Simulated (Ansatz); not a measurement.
Stepwise reaction of `[OH][Ti]([OH])([Cl])[Cl]` with ammonia, as a gas-phase model of exchange steps in deposition or etching. ΔE in kJ/mol; ΔG adds harmonic PBE0-D4 terms to CCSD(T)/CBS, at 1 bar.

Isolated molecules relaxed with PBE0-D4/def2-TZVP in Ansatz; ΔE leaves out vibrations. CCSD(T)/CBS adds triple-zeta CCSD(T) − MP2 to the extrapolated MP2 energy (def2 sets, frozen cores). This one scheme is used for every species. DFT in def2-TZVPP. B3LYP here is the variant with VWN-RPA as its local correlation; programs differ in this. For Ti outer-core shells are correlated without core-valence functions, which leaves a few kJ/mol of doubt a bond. Scalar relativity is left out up to krypton. Each species was taken in one conformer, which may not be the lowest.

| step | reaction | PBE-D4 | B3LYP-D4 | ωB97M-V | CCSD(T)/CBS | ΔG(500 K) |
| --- | --- | --- | --- | --- | --- | --- |
| 1 | `[OH][Ti]([OH])([Cl])[Cl]` + NH₃ → `[NH2][Ti]([OH])([OH])[Cl]` + HCl | 84.6 | 83.3 | 81.5 | 80.0 | 75.2 |
| 2 | `[NH2][Ti]([OH])([OH])[Cl]` + NH₃ → `[NH2][Ti]([NH2])([OH])[OH]` + HCl | 100.6 | 100.2 | 99.1 | 97.6 | 88.6 |

**Question.** By hand: ΔE of the 2 steps together at CCSD(T)/CBS.

**Answer.** (80.0) + (97.6) = 177.6 kJ/mol, or 88.8 kJ/mol a step.

In ΔE each step is higher than the one before. All are uphill at CCSD(T)/CBS. ΔG lies between 75.2 and 88.6 kJ/mol a step. PBE-D4 differs from CCSD(T)/CBS by 3.0 to 4.6 kJ/mol a step. Isolated molecules leave out the surface, adducts and barriers. Largest T1 diagnostic: 0.024.
